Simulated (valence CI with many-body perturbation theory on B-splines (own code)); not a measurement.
**E1 line list for Yb54+**

Computed by relativistic CI+MBPT: six valence electrons over a frozen Dirac-Fock core [Ne], a basis of 9 s, 9 p, 8 d, 6 f, 3 g, 1 h functions for each j, with the one-electron correlation potential Σ1 (screened to all orders), the two-electron term Σ2, the three-electron term Σ3, Breit, model QED; selected single and double excitations, second order for the rest, scaled by the run's own slope (own B-spline code, finite nucleus).

No measured spectrum was set against this ion. As an estimate, large intervals hold to a few tenths of a per cent, small ones and those within an open d or f shell to about a per cent. Among the levels kept, up to 980 cm⁻¹ of a level comes from second order outside the variational space, and about a tenth of that is noise between levels of different J, which matters for small intervals.

Lines 1 to 50 of 129 in falling wavelength, among levels below 573.84 eV, chosen from the strongest by gf and those to the six lowest levels. Wavelengths and rates use the calculated energies. Electric multipoles are in the length gauge with retardation, E1 and E2 with the static RPA response of the core. Weak lines are less certain than strong ones. Lines between different terms over intervals too small for the method are left out, as are lines whose strength nearly cancels. The highest levels of a list are the least certain.

Levels are named by their leading jj configuration (3d3/2^4 stands for four electrons in 3d with j = 3/2), which in mixed levels can hold well under half, so a name can repeat and another be missing. Letters in brackets count levels of one name in rising energy.

```
λ vac (Å)                               Upper                               Lower   A (s⁻¹)  S (a.u.) with core polarisation  S without
     3394      (3s^2 3p1/2^2 3d3/2 3d5/2) J=2  (3s^2 3p1/2 3p3/2^2 3d3/2) J=2 [c]  5.49e+02                         5.30e-05   5.39e-05
     2607      (3s^2 3p1/2 3p3/2^2 3d5/2) J=1                  (3s^2 3p3/2^4) J=0  4.08e+03                         1.07e-04   1.09e-04
     1844  (3s^2 3p1/2 3p3/2^2 3d3/2) J=2 [c]      (3s^2 3p1/2^2 3d3/2 3d5/2) J=3  3.26e+03                         5.05e-05   5.13e-05
     1388  (3s^2 3p1/2 3p3/2^2 3d3/2) J=1 [a]          (3s^2 3p1/2^2 3d3/2^2) J=0  6.84e+03                         2.71e-05   2.75e-05
     1089      (3s^2 3p1/2 3p3/2^2 3d5/2) J=3      (3s^2 3p1/2^2 3d3/2 3d5/2) J=2  3.44e+03                         1.53e-05   1.55e-05
    979.3      (3s^2 3p1/2^2 3d3/2 3d5/2) J=3  (3s^2 3p1/2 3p3/2^2 3d3/2) J=2 [b]  4.15e+03                         1.35e-05   1.37e-05
    846.2      (3s^2 3p1/2^2 3d3/2 3d5/2) J=4  (3s^2 3p1/2 3p3/2^2 3d3/2) J=3 [b]  4.70e+04                         1.27e-04   1.29e-04
    812.8      (3s^2 3p1/2^2 3p3/2 3d5/2) J=2            (3s^2 3p1/2 3p3/2^3) J=2  1.08e+05                         1.43e-04   1.45e-04
    669.4  (3s^2 3p1/2 3p3/2^2 3d5/2) J=4 [b]      (3s^2 3p1/2^2 3d3/2 3d5/2) J=4  9.53e+04                         1.27e-04   1.29e-04
    617.0                  (3s^2 3p3/2^4) J=0  (3s^2 3p1/2 3p3/2^2 3d3/2) J=1 [b]  3.98e+05                         4.61e-05   4.68e-05
    574.6      (3s^2 3p1/2 3p3/2^2 3d5/2) J=5      (3s^2 3p1/2^2 3d3/2 3d5/2) J=4  4.08e+05                         4.21e-04   4.27e-04
    571.8      (3s^2 3p1/2 3p3/2^2 3d5/2) J=1      (3s^2 3p1/2^2 3d3/2 3d5/2) J=1  1.06e+05                         2.94e-05   2.98e-05
    569.7      (3s^2 3p1/2 3p3/2^2 3d5/2) J=3      (3s^2 3p1/2^2 3d3/2 3d5/2) J=3  6.56e+04                         4.19e-05   4.26e-05
    538.2      (3s^2 3p1/2^2 3d3/2 3d5/2) J=2  (3s^2 3p1/2 3p3/2^2 3d3/2) J=2 [b]  1.66e+04                         6.39e-06   6.49e-06
    524.7      (3s^2 3p1/2 3p3/2^2 3d5/2) J=0      (3s^2 3p1/2^2 3d3/2 3d5/2) J=1  6.31e+05                         4.50e-05   4.57e-05
    509.7      (3s^2 3p1/2^2 3p3/2 3d5/2) J=2            (3s^2 3p1/2 3p3/2^3) J=1  2.73e+05                         8.93e-05   9.09e-05
    502.7      (3s^2 3p1/2^2 3d3/2 3d5/2) J=3      (3s^2 3p1/2 3p3/2^2 3d3/2) J=4  1.29e+05                         5.68e-05   5.77e-05
    481.6      (3s^2 3p1/2 3p3/2^2 3d5/2) J=1      (3s^2 3p1/2^2 3d3/2 3d5/2) J=2  8.36e+04                         1.38e-05   1.40e-05
    429.4  (3s^2 3p1/2 3p3/2^2 3d3/2) J=2 [a]          (3s^2 3p1/2^2 3d3/2^2) J=2  1.06e+05                         2.08e-05   2.11e-05
    379.6      (3s^2 3p1/2^2 3d3/2 3d5/2) J=3  (3s^2 3p1/2 3p3/2^2 3d3/2) J=3 [a]  4.07e+05                         7.70e-05   7.83e-05
    366.6  (3s^2 3p1/2 3p3/2^2 3d5/2) J=4 [b]      (3s^2 3p1/2^2 3d3/2 3d5/2) J=3  1.26e+06                         2.77e-04   2.81e-04
    341.0  (3s^2 3p1/2 3p3/2^2 3d3/2) J=3 [a]          (3s^2 3p1/2^2 3d3/2^2) J=2  1.71e+06                         2.35e-04   2.39e-04
    320.0            (3s^2 3p1/2 3p3/2^3) J=1      (3s^2 3p1/2^2 3p3/2 3d3/2) J=0  4.29e+05                         2.08e-05   2.11e-05
    316.8            (3s^2 3p1/2 3p3/2^3) J=1      (3s^2 3p1/2^2 3p3/2 3d3/2) J=1  5.45e+05                         2.57e-05   2.61e-05
    310.3      (3s^2 3p1/2^2 3d3/2 3d5/2) J=4      (3s^2 3p1/2 3p3/2^2 3d3/2) J=4  1.82e+06                         2.41e-04   2.45e-04
    308.8      (3s^2 3p1/2^2 3d3/2 3d5/2) J=3  (3s^2 3p1/2 3p3/2^2 3d3/2) J=2 [a]  1.70e+05                         1.73e-05   1.76e-05
    285.4      (3s^2 3p1/2 3p3/2^2 3d5/2) J=2      (3s^2 3p1/2^2 3d3/2 3d5/2) J=2  6.36e+04                         3.65e-06   3.69e-06
    282.3      (3s^2 3p1/2^2 3p3/2 3d5/2) J=1            (3s^2 3p1/2 3p3/2^3) J=2  1.73e+06                         5.77e-05   5.87e-05
    265.0            (3s^2 3p1/2 3p3/2^3) J=1      (3s^2 3p1/2^2 3p3/2 3d3/2) J=2  1.75e+05                         4.83e-06   4.91e-06
    260.8            (3s^2 3p1/2 3p3/2^3) J=2      (3s^2 3p1/2^2 3p3/2 3d3/2) J=3  2.04e+05                         8.95e-06   9.05e-06
    258.5      (3s^2 3p1/2^2 3d3/2 3d5/2) J=4  (3s^2 3p1/2 3p3/2^2 3d3/2) J=3 [a]  1.74e+05                         1.34e-05   1.36e-05
    257.2            (3s^2 3p1/2 3p3/2^3) J=2      (3s^2 3p1/2^2 3p3/2 3d3/2) J=1  5.35e+06                         2.25e-04   2.28e-04
    256.1      (3s^2 3p1/2^2 3d3/2 3d5/2) J=2  (3s^2 3p1/2 3p3/2^2 3d3/2) J=1 [a]  7.59e+05                         3.15e-05   3.20e-05
    245.4      (3s^2 3p1/2^2 3d3/2 3d5/2) J=2  (3s^2 3p1/2 3p3/2^2 3d3/2) J=2 [a]  1.67e+06                         6.09e-05   6.19e-05
    236.3      (3s^2 3p1/2^2 3d3/2 3d5/2) J=1  (3s^2 3p1/2 3p3/2^2 3d3/2) J=1 [a]  4.10e+06                         8.02e-05   8.15e-05
    232.3      (3s^2 3p1/2^2 3d3/2 3d5/2) J=1      (3s^2 3p1/2 3p3/2^2 3d3/2) J=0  2.37e+06                         4.40e-05   4.47e-05
    230.4      (3s^2 3p1/2 3p3/2^2 3d5/2) J=2      (3s^2 3p1/2^2 3d3/2 3d5/2) J=3  1.41e+05                         4.25e-06   4.34e-06
    227.1      (3s^2 3p1/2^2 3d3/2 3d5/2) J=1  (3s^2 3p1/2 3p3/2^2 3d3/2) J=2 [a]  5.29e+05                         9.17e-06   9.33e-06
    222.0            (3s^2 3p1/2 3p3/2^3) J=2      (3s^2 3p1/2^2 3p3/2 3d3/2) J=2  4.17e+06                         1.13e-04   1.14e-04
    212.9  (3s^2 3p1/2 3p3/2^2 3d3/2) J=1 [b]          (3s^2 3p1/2^2 3d3/2^2) J=0  5.85e+06                         8.36e-05   8.49e-05
    178.7                  (3s^2 3p3/2^4) J=0  (3s^2 3p1/2 3p3/2^2 3d3/2) J=1 [a]  1.67e+07                         4.70e-05   4.77e-05
    178.0  (3s^2 3p1/2 3p3/2^2 3d3/2) J=3 [b]          (3s^2 3p1/2^2 3d3/2^2) J=2  8.86e+06                         1.73e-04   1.75e-04
    175.3  (3s^2 3p1/2 3p3/2^2 3d3/2) J=1 [c]          (3s^2 3p1/2^2 3d3/2^2) J=0  3.92e+05                         3.13e-06   3.17e-06
    173.4      (3s^2 3p1/2^2 3d3/2 3d5/2) J=2            (3s 3p1/2^2 3p3/2^3) J=1  5.00e+05                         6.44e-06   6.57e-06
    163.7  (3s^2 3p1/2 3p3/2^2 3d3/2) J=2 [c]          (3s^2 3p1/2^2 3d3/2^2) J=2  8.13e+06                         8.80e-05   8.93e-05
    154.4  (3s^2 3p1/2 3p3/2^2 3d3/2) J=1 [b]          (3s^2 3p1/2^2 3d3/2^2) J=2  2.15e+06                         1.17e-05   1.19e-05
    136.6      (3s^2 3p1/2 3p3/2^2 3d5/2) J=3          (3s^2 3p1/2^2 3d3/2^2) J=2  2.55e+05                         2.25e-06   2.28e-06
    136.0      (3s^2 3p1/2^2 3d3/2 3d5/2) J=2            (3s 3p1/2^2 3p3/2^3) J=2  4.47e+05                         2.77e-06   2.82e-06
    134.1                  (3s^2 3p3/2^4) J=0            (3s 3p1/2^2 3p3/2^3) J=1  1.29e+08                         1.54e-04   1.56e-04
    130.2      (3s^2 3p1/2^2 3d3/2 3d5/2) J=1            (3s 3p1/2^2 3p3/2^3) J=2  8.38e+06                         2.74e-05   2.78e-05
```
